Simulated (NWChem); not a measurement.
Species: CdBr₂; SMILES [Br][Cd][Br]

```xyz
3

Cd     0.0000     0.0000    -0.0949
Br     2.4064     0.0000    -0.0952
Br    -2.4064     0.0000    -0.0952
```
Atoms are numbered in this order, from 1.

Results from NWChem. The geometry was optimised at PBE0/def2-SVP. def2 effective core potentials on Cd; no spin-orbit coupling. Level: PBE0/def2-SVPD; the question gives the wavelength of the field.

**Question.** What does the run give for field 1065 nm? Quantities: isotropic polarisability (bohr³); anisotropy (bohr³).

**Answer.** 
- isotropic polarisability (bohr³): 76.3
- anisotropy (bohr³): 56.3
